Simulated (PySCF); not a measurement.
The dipole of `CC[SiH]1C[SiH2]C1` from its density and from atomic charges.

Coordinates (PBE0-D3(BJ)/def2-SVP, Å) and charges (e) from the PBE0/pcSseg-1 density (PySCF):

```
atom       x       y       z  Mulliken      IAO  Hirshfeld  ESP-fitted
  C1   2.643   0.241   0.232   -0.3011  -0.4011    -0.1128     -0.1865
  C2   1.341   0.085   1.013   -0.5642  -0.5344    -0.1545     -0.1772
 Si3  -0.048  -0.729   0.036   +0.8140  +0.9180    +0.3625     +0.6808
  C4  -0.678   0.329  -1.422   -0.8310  -0.8476    -0.2602     -0.7292
 Si5  -2.346   0.461  -0.513   +0.6250  +0.7561    +0.3313     +0.6481
  C6  -1.748  -0.666   0.900   -0.8319  -0.8457    -0.2601     -0.7349
  H7   3.042  -0.736  -0.086   +0.1206  +0.1358    +0.0389     +0.0508
  H8   3.425   0.735   0.831   +0.1228  +0.1391    +0.0392     +0.0623
  H9   2.499   0.844  -0.679   +0.1180  +0.1341    +0.0380     +0.0473
 H10   0.972   1.070   1.354   +0.1424  +0.1396    +0.0391     +0.0744
 H11   1.503  -0.508   1.931   +0.1452  +0.1444    +0.0396     +0.0385
 H12   0.356  -2.113  -0.377   -0.0730  -0.1323    -0.0869     -0.1601
 H13  -0.148   1.283  -1.575   +0.1692  +0.1561    +0.0368     +0.1743
 H14  -0.724  -0.193  -2.390   +0.1704  +0.1616    +0.0380     +0.1710
 H15  -3.511  -0.078  -1.282   -0.0833  -0.1205    -0.0813     -0.1440
 H16  -2.672   1.853  -0.068   -0.0806  -0.1228    -0.0826     -0.1505
 H17  -1.755  -0.212   1.904   +0.1673  +0.1577    +0.0372     +0.1546
 H18  -2.268  -1.634   0.960   +0.1703  +0.1617    +0.0382     +0.1803
```

**Question.** Form Σ q r in debye for every column and set it beside the full dipole.

**Answer.** The full density gives (0.64, 0.13, 0.38) D, 0.76 D in size; dipole vectors point from the negative to the positive end.

```csv
scheme,μx,μy,μz,size (D),share of the full size (%),angle to the full dipole (°)
Mulliken,0.25,-0.41,-0.32,0.58,76,92
IAO,-0.21,-0.26,-0.14,0.36,48,144
Hirshfeld,0.32,-0.02,0.15,0.35,46,15
ESP-fitted,0.64,0.16,0.36,0.75,99,3
```

**Question.** Which set comes closest?

**Answer.** Length of the difference vector: ESP-fitted 0.04 D, Hirshfeld 0.43 D, Mulliken 0.97 D, IAO 1.07 D. Closest: ESP-fitted. 

**Question.** What is left for the Hirshfeld atoms' own dipoles?

**Answer.** The shares of the density sum to the whole, so what Σ q r misses lies in dipoles about the nuclei. The atomic dipoles sum to (0.64, 0.13, 0.38) − (0.32, -0.02, 0.15) = (0.32, 0.15, 0.23) D, 0.43 D in size.

**Question.** With the origin at the mean of the coordinates, (-0.006, 0.002, 0.043) Å, which are the largest single terms, by size, of the ESP-fitted dipole along the direction of the full one?

**Answer.** Si5 -6.78, C4 +4.37, C6 +4.09, H15 +2.52, C1 -2.13 D; all 18 atoms together +0.75 D. The single terms depend on the origin, their sum doesn't.

**Question.** Give the size of the full dipole in other units.

**Answer.** 0.76 D = 0.299 au = 0.158 e·Å = 2.53 × 10⁻³⁰ C·m.

The structure is a single PBE0-D3(BJ)/def2-SVP conformer in the gas phase; no vibrational or solvent corrections.

Shape of the structure used: `[CH3:1][CH2:2][SiH:3]1[CH2:4][SiH2:5][CH2:6]1`: C1–C2–Si3–C4 -67°.
